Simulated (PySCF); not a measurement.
**Electron correlation in Si⁺ (silicon, charge +1)**

[Ne] 3s2 3p1, 2P determinant. Computed with PySCF 2.14 in aug-cc-pVDZ-DK (5s4p2d, 27 functions), with the spin-free X2C one-electron Hamiltonian (Gaussian nucleus). Frozen: [Ne]; 3 electrons correlated.

MP2 pair energies summed by pair of shells (mhartree):

| pair | energy | share (%) |
| --- | --- | --- |
| 3s-3s | -20.37 | 58.1 |
| 3s-3p | -14.68 | 41.9 |

Total MP2 correlation energy: -35.05 mhartree.

Same-spin part -2.26 and opposite-spin part -32.79 mhartree; SCS-MP2 scales them by 1/3 and 6/5 to -40.11 mhartree.

```tsv
level	correlation energy (mhartree)
CCSD	-53.44
(T)	-0.68
CCSD(T)	-54.12
```

Diagnostics: T1 = 0.013, D1 = 0.0299, largest double amplitude 0.107.

Task: Is a single reference adequate?

Result: Mostly. T1 lies below 0.03, but a double amplitude of this size points to a near-degeneracy that CCSD handles and MP2 describes poorly.
